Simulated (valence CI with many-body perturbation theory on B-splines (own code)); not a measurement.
Rb XXV: electric-dipole lines

Computed by valence CI with perturbative core correlation (CI+MBPT): three valence electrons over a frozen Dirac-Fock core [Ne], a basis of 11 s, 11 p, 10 d, 8 f, 5 g, 2 h functions for each j, with the one-electron correlation potential Σ1 (screened to all orders), the two-electron term Σ2, the three-electron term Σ3, Breit, model QED; selected single and double excitations, second order for the rest, scaled by the run's own slope (own B-spline code, finite nucleus).

No measured levels were compared; by estimate levels of excited configurations hold to 0.05 to 0.15 % of their energy, terms of the ground configuration to about 0.5 %.

Lines 101 to 150 of 576 in falling wavelength, among levels below 4510.8 × 10³ cm⁻¹, chosen from the strongest by gf and those to the six lowest levels. Wavelengths and rates use the calculated energies, so an error of 600 cm⁻¹ moves a line at 165.1 Å by 0.099 % and its rate by three times that or more. Electric multipoles are in the length gauge, E1 and E2 with the static RPA response of the core. Weak lines are less certain than strong ones. Lines between different terms over intervals too small for the method are left out, as are lines whose strength nearly cancels. Where a level lies close to another of its J and parity, the split of strength between their lines is uncertain. The highest levels of a list are the least certain.

Names give the largest LS component (configuration and term), which can be under half, so a name can repeat, a term be missing and a line seem to break the LS rules; names also repeat where a configuration has a term twice. Letters in brackets count levels of one name in rising energy.

| λ vac (Å) | Upper | Lower | A (s⁻¹) | S (a.u.) with core polarisation | S without |
| --- | --- | --- | --- | --- | --- |
| 165.1 | 3s3p3d ⁴F°_5/2 | 3s3p² ²D_3/2 | 1.98e+08 | 2.63e-03 | 2.72e-03 |
| 164.9 | 3p3d² ²P°_1/2 [c] | 3s3d² ²S_1/2 | 2.58e+10 | 1.14e-01 | 1.17e-01 |
| 164.8 | 3p²3d ²F_5/2 [a] | 3s3p3d ⁴F°_5/2 | 7.57e+09 | 1.00e-01 | 1.03e-01 |
| 164.7 | 3d³ ²G_9/2 | 3p3d² ²G°_7/2 [b] | 4.23e+10 | 9.34e-01 | 9.58e-01 |
| 164.5 | 3p²3d ²D_3/2 [c] | 3s3p3d ²P°_3/2 [b] | 9.70e+09 | 8.52e-02 | 8.75e-02 |
| 164.2 | 3p3d² ²G°_7/2 [b] | 3s3d² ²F_5/2 | 4.28e+10 | 7.48e-01 | 7.68e-01 |
| 164.1 | 3p²3d ⁴D_7/2 | 3s3p3d ⁴D°_7/2 | 7.95e+09 | 1.39e-01 | 1.43e-01 |
| 163.9 | 3p³ ²D°_3/2 | 3s3p² ⁴P_3/2 | 4.40e+09 | 3.82e-02 | 3.93e-02 |
| 163.3 | 3p3d² ²P°_1/2 [c] | 3s3d² ²P_3/2 | 1.51e+10 | 6.50e-02 | 6.67e-02 |
| 162.8 | 3p3d² ⁴D°_7/2 [a] | 3s3d² ⁴F_7/2 | 9.44e+09 | 1.61e-01 | 1.65e-01 |
| 162.6 | 3s3p² ²D_3/2 | 3s²3p ²P°_1/2 | 1.14e+10 | 9.65e-02 | 9.93e-02 |
| 162.6 | 3p²3d ⁴F_7/2 | 3s3p3d ⁴F°_7/2 | 8.53e+09 | 1.45e-01 | 1.49e-01 |
| 162.6 | 3p3d² ²F°_7/2 [d] | 3s3d² ²D_5/2 | 1.98e+10 | 3.35e-01 | 3.44e-01 |
| 162.6 | 3p3d² ²D°_5/2 [b] | 3p²3d ²P_3/2 [b] | 6.79e+09 | 8.63e-02 | 8.86e-02 |
| 161.3 | 3p3d² ²G°_7/2 [a] | 3p²3d ²F_5/2 [b] | 1.43e+10 | 2.37e-01 | 2.44e-01 |
| 160.8 | 3p3d² ²D°_5/2 [c] | 3s3d² ²D_3/2 | 1.06e+10 | 1.31e-01 | 1.34e-01 |
| 160.8 | 3d³ ²F_7/2 | 3p3d² ²D°_5/2 [d] | 3.22e+10 | 5.29e-01 | 5.43e-01 |
| 160.7 | 3p²3d ²D_3/2 [c] | 3s3p3d ²P°_1/2 [b] | 1.43e+10 | 1.17e-01 | 1.21e-01 |
| 160.6 | 3p3d² ²D°_5/2 [c] | 3s3d² ²D_5/2 | 1.14e+10 | 1.39e-01 | 1.43e-01 |
| 159.9 | 3p3d² ²P°_3/2 [c] | 3s3d² ²S_1/2 | 1.35e+10 | 1.09e-01 | 1.12e-01 |
| 159.9 | 3p3d² ⁴D°_5/2 | 3s3d² ⁴F_7/2 | 6.44e+09 | 7.80e-02 | 8.02e-02 |
| 159.7 | 3d³ ²H_11/2 | 3p3d² ²G°_9/2 [b] | 5.83e+10 | 1.41e+00 | 1.44e+00 |
| 159.4 | 3p³ ²D°_5/2 | 3s3p² ⁴P_5/2 | 1.64e+09 | 1.97e-02 | 2.03e-02 |
| 159.0 | 3d³ ²F_5/2 | 3p3d² ²D°_3/2 [d] | 3.65e+10 | 4.35e-01 | 4.46e-01 |
| 158.8 | 3p3d² ⁴D°_7/2 [b] | 3s3d² ⁴F_9/2 | 4.71e+09 | 7.44e-02 | 7.65e-02 |
| 158.6 | 3p3d² ²F°_7/2 [c] | 3p²3d ²D_5/2 [c] | 9.84e+09 | 1.55e-01 | 1.59e-01 |
| 158.5 | 3p3d² ²P°_3/2 [c] | 3s3d² ²P_3/2 | 5.06e+10 | 3.97e-01 | 4.08e-01 |
| 158.4 | 3p3d² ²D°_5/2 [a] | 3p²3d ⁴P_3/2 | 5.61e+09 | 6.60e-02 | 6.78e-02 |
| 158.1 | 3p3d² ²P°_1/2 [c] | 3s3d² ²P_1/2 | 1.56e+10 | 6.09e-02 | 6.25e-02 |
| 158.0 | 3p²3d ²F_7/2 [b] | 3s3p3d ²F°_7/2 [a] | 2.45e+10 | 3.82e-01 | 3.93e-01 |
| 158.0 | 3p²3d ²G_9/2 | 3s3p3d ⁴D°_7/2 | 4.15e+09 | 8.07e-02 | 8.30e-02 |
| 157.9 | 3d³ ²G_7/2 | 3p3d² ²D°_5/2 [c] | 4.72e+09 | 7.35e-02 | 7.53e-02 |
| 157.7 | 3s3d² ²D_5/2 | 3s3p3d ²P°_3/2 [c] | 8.48e+09 | 9.84e-02 | 1.01e-01 |
| 157.5 | 3p3d² ⁴S°_3/2 | 3s3d² ⁴P_3/2 | 1.11e+10 | 8.55e-02 | 8.79e-02 |
| 157.4 | 3p3d² ²G°_9/2 [a] | 3s3d² ⁴F_9/2 | 5.18e+09 | 9.98e-02 | 1.03e-01 |
| 157.4 | 3p²3d ²D_5/2 [a] | 3s3p3d ²D°_3/2 | 1.49e+10 | 1.72e-01 | 1.76e-01 |
| 157.3 | 3p3d² ⁴D°_5/2 | 3s3d² ⁴F_5/2 | 1.21e+10 | 1.39e-01 | 1.43e-01 |
| 156.8 | 3p³ ⁴S°_3/2 | 3s3p² ⁴P_5/2 | 2.06e+10 | 1.57e-01 | 1.61e-01 |
| 156.7 | 3p3d² ²D°_5/2 [d] | 3s3d² ²F_7/2 | 2.37e+10 | 2.70e-01 | 2.77e-01 |
| 156.5 | 3p3d² ²P°_3/2 [a] | 3s3d² ⁴F_3/2 | 1.10e+10 | 8.34e-02 | 8.58e-02 |
| 156.3 | 3p²3d ²F_5/2 [b] | 3s3p3d ²D°_5/2 [a] | 8.87e+09 | 1.00e-01 | 1.03e-01 |
| 156.3 | 3p3d² ⁴S°_3/2 | 3s3d² ⁴P_1/2 | 1.49e+10 | 1.12e-01 | 1.15e-01 |
| 156.3 | 3p²3d ⁴F_9/2 | 3s3p3d ⁴F°_7/2 | 8.92e+09 | 1.68e-01 | 1.73e-01 |
| 156.2 | 3d³ ²H_9/2 | 3p3d² ²F°_7/2 [d] | 5.32e+10 | 1.00e+00 | 1.03e+00 |
| 156.2 | 3p3d² ²D°_3/2 [d] | 3s3d² ²F_5/2 | 1.30e+10 | 9.80e-02 | 1.01e-01 |
| 155.5 | 3s3p3d ²F°_7/2 [b] | 3s²3d ²D_5/2 | 6.05e+10 | 8.99e-01 | 9.24e-01 |
| 155.2 | 3s3d² ²D_5/2 | 3s3p3d ²P°_3/2 [b] | 1.37e+10 | 1.52e-01 | 1.56e-01 |
| 155.2 | 3p²3d ²D_5/2 [c] | 3s3p3d ²F°_7/2 [b] | 1.87e+10 | 2.07e-01 | 2.13e-01 |
| 154.9 | 3p3d² ²G°_9/2 [b] | 3s3d² ²G_9/2 | 1.50e+10 | 2.75e-01 | 2.83e-01 |
| 154.8 | 3p3d² ⁴G°_7/2 | 3p²3d ⁴D_5/2 | 4.46e+09 | 6.54e-02 | 6.71e-02 |
